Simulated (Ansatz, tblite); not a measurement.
Forces on Sn3Me8 (C8H24Sn3) at its PBE-D4/def2-SVP geometry. The state is a singlet with charge 0.

In the def2 sets Sn takes a core potential; there is no spin–orbit coupling. The xTB rows come from tblite.

GFN1-xTB (tblite), largest force 0.76 eV/Å:

```xyz
35
positions Å, forces eV/Å
Sn   -0.247   -2.327   -0.121   -0.192    0.354    0.119
C    -1.544   -3.848    0.769   -0.346   -0.553    0.251
C    -0.228   -2.644   -2.285    0.049   -0.182   -0.671
C     1.784   -2.681    0.608    0.611   -0.201    0.200
Sn   -1.075    0.290    0.496    0.393   -0.080   -0.169
C    -2.945    0.770   -0.547   -0.574    0.150   -0.239
C    -1.517    0.452    2.639   -0.203    0.069    0.598
Sn    0.929    2.140   -0.205   -0.343   -0.248    0.137
C     1.198    3.675    1.331    0.160    0.526    0.441
C     2.843    1.111   -0.457    0.613   -0.251   -0.111
C     0.477    3.149   -2.091   -0.063    0.359   -0.599
H    -1.150   -4.856    0.531   -0.347    0.632    0.212
H    -1.576   -3.727    1.870   -0.020   -0.138   -0.725
H    -2.572   -3.759    0.368    0.658   -0.115    0.300
H     0.463   -1.927   -2.770   -0.470   -0.502    0.260
H    -1.243   -2.502   -2.704    0.687   -0.110    0.212
H     0.111   -3.675   -2.507   -0.237    0.706    0.047
H     2.105   -3.705    0.329   -0.116    0.715    0.230
H     2.483   -1.948    0.161   -0.395   -0.528    0.330
H     1.819   -2.583    1.711    0.047   -0.077   -0.735
H    -3.733    0.049   -0.253    0.459    0.523   -0.252
H    -3.271    1.793   -0.276    0.136   -0.687   -0.233
H    -2.797    0.717   -1.642   -0.167    0.050    0.705
H    -0.615    0.218    3.237   -0.623    0.161   -0.337
H    -2.323   -0.258    2.909    0.534    0.505   -0.082
H    -1.848    1.482    2.874    0.199   -0.708   -0.057
H     1.444    3.204    2.303   -0.149    0.371   -0.607
H     0.271    4.268    1.447    0.640   -0.348   -0.032
H     2.025    4.352    1.040   -0.566   -0.395    0.283
H     3.141    0.617    0.488   -0.132    0.309   -0.647
H     2.758    0.342   -1.250    0.131    0.496    0.527
H     3.629    1.838   -0.746   -0.461   -0.563    0.194
H     1.287    3.866   -2.332   -0.592   -0.449    0.073
H     0.398    2.409   -2.912    0.043    0.538    0.494
H    -0.480    3.699   -2.013    0.637   -0.332   -0.117
```

GFN2-xTB (tblite), largest force 0.83 eV/Å:

```
Sn -0.100 -0.057 0.042
C -0.349 -0.374 0.256
C 0.013 -0.080 -0.592
C 0.546 -0.100 0.198
Sn 0.145 -0.031 -0.053
C -0.438 0.116 -0.227
C -0.123 0.047 0.481
Sn -0.074 0.086 0.048
C 0.063 0.386 0.427
C 0.514 -0.272 -0.076
C -0.134 0.254 -0.518
H -0.328 0.735 0.194
H -0.036 -0.166 -0.754
H 0.686 -0.139 0.324
H -0.464 -0.506 0.232
H 0.692 -0.120 0.199
H -0.249 0.740 0.113
H -0.180 0.740 0.222
H -0.376 -0.543 0.334
H 0.059 -0.092 -0.724
H 0.490 0.514 -0.226
H 0.167 -0.695 -0.208
H -0.173 0.054 0.675
H -0.608 0.157 -0.309
H 0.537 0.502 -0.125
H 0.205 -0.708 -0.098
H -0.153 0.408 -0.612
H 0.675 -0.350 -0.027
H -0.616 -0.470 0.246
H -0.105 0.310 -0.636
H 0.149 0.480 0.500
H -0.524 -0.555 0.205
H -0.606 -0.500 0.141
H 0.041 0.558 0.476
H 0.653 -0.330 -0.129
```

PBE-D4/def2-SVP (Ansatz), largest force 0.02 eV/Å:

```
Sn -0.001 0.003 0.010
C 0.008 0.008 -0.001
C 0.008 -0.002 0.004
C -0.007 -0.014 -0.002
Sn 0.003 -0.003 -0.001
C 0.000 -0.001 0.001
C -0.001 0.002 0.000
Sn 0.004 -0.009 0.006
C 0.000 -0.004 -0.007
C -0.001 0.016 -0.005
C 0.003 -0.005 0.003
H -0.005 0.004 -0.001
H 0.000 -0.001 -0.009
H 0.000 -0.004 0.001
H -0.002 -0.002 0.002
H -0.003 0.002 -0.002
H 0.001 0.002 -0.002
H 0.001 0.013 0.006
H -0.004 -0.007 0.005
H 0.003 0.001 -0.009
H -0.001 0.000 0.000
H -0.001 0.001 0.000
H 0.001 0.000 -0.001
H 0.002 0.000 0.000
H 0.000 -0.001 -0.001
H 0.000 0.001 0.001
H 0.001 -0.002 0.000
H 0.000 0.002 -0.001
H 0.000 0.002 0.000
H -0.001 0.000 0.000
H 0.000 0.003 0.001
H -0.005 -0.007 0.001
H -0.001 0.002 -0.001
H -0.001 0.001 0.002
H -0.001 0.002 -0.002
```
